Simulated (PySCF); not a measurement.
Nd²⁺: excitation energy

Nd²⁺ [Xe] 4f4 (high-spin determinant) → Nd²⁺ [Xe] 4f3 5d1 (high-spin determinant), as a difference of total energies. Calculation: PySCF 2.14, in ANO-RCC-VTZP (8s7p5d3f2g1h, 104 functions); scalar relativity by spin-free X2C-1e. Correlated levels: valence: [Kr] 4d10 frozen. The calculations carry no spin-orbit coupling.

| method | excitation energy (eV) |
| --- | --- |
| UHF | 0.901 |
| MP2 (valence) | 2.000 |
| SCS-MP2 (valence) | 1.571 |
| CCSD (valence) | 1.776 |
| CCSD(T) (valence) | 1.817 |

Task: How much does correlation contribute at CCSD(T) (valence)?

Result: 1.817 − (0.901) = 0.916 eV, measured against UHF.

A first-order spin-orbit estimate (lowest level to lowest level, LS coupling) adds -0.145 eV.

The coupled-cluster amplitudes are large for the upper state (T1 above 0.03 or a double amplitude above 0.15), so a single reference is strained.

The determinant of the lower state and of the upper state mixes LS terms, which raises its energy above the lowest term, most at the Hartree-Fock and MP2 levels.
